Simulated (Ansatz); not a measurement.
`CC[O][In]([O]CC)[O]CC` at its PBE0-D4/def2-TZVP geometry, where that method's forces vanish. Total charge 0; spin multiplicity 1. In takes the def2 core potential.

```xyz
25

C     1.4184    2.2955    1.3304
C     1.7440    1.0129    2.0648
O     1.6428   -0.1363    1.2547
In    0.0187   -0.5052    0.1907
O    -1.5475    0.6941    0.2876
C    -2.7570    0.3899   -0.3778
C    -3.6583    1.6016   -0.3280
O    -0.1130   -2.0989   -0.9675
C     0.9882   -2.9519   -1.1776
C     2.2537   -2.2176   -1.5650
H     0.3746    2.3019    0.9947
H     1.5576    3.1638    1.9804
H     2.0695    2.4137    0.4602
H     1.1013    0.9236    2.9522
H     2.7793    1.0472    2.4261
H    -3.2592   -0.4629    0.1005
H    -2.5791    0.1037   -1.4239
H    -3.8594    1.8840    0.7076
H    -3.1863    2.4502   -0.8279
H    -4.6111    1.3931   -0.8224
H     1.1794   -3.5684   -0.2876
H     0.7005   -3.6391   -1.9832
H     2.0892   -1.6215   -2.4667
H     2.5853   -1.5539   -0.7575
H     3.0682   -2.9194   -1.7650
```

Task: What forces (eV/Å) does r2SCAN-D4/def2-TZVPP give on these atoms in the Gaussian-basis code of Ansatz? (An estimate is asked.)

Result: Ansatz gave: 
```
C1  -0.021  0.110 -0.066
C2   0.004  0.174  0.231
O3   0.182 -0.229 -0.072
In4  0.035  0.016 -0.005
O5   0.113  0.232  0.174
C6  -0.222 -0.199 -0.174
C7  -0.066  0.120  0.015
O8  -0.292  0.022 -0.094
C9   0.174 -0.222  0.009
C10  0.107  0.063 -0.041
H11  0.015 -0.017  0.004
H12 -0.003 -0.004 -0.009
H13 -0.012 -0.006  0.009
H14 -0.008 -0.004  0.013
H15  0.012 -0.013 -0.006
H16 -0.003 -0.014  0.009
H17  0.010 -0.005 -0.014
H18  0.004 -0.004 -0.016
H19 -0.006 -0.013  0.009
H20  0.019  0.001  0.009
H21  0.000 -0.009  0.013
H22 -0.016  0.002 -0.009
H23 -0.001 -0.004  0.015
H24 -0.021 -0.008 -0.006
H25 -0.003  0.009  0.000
```
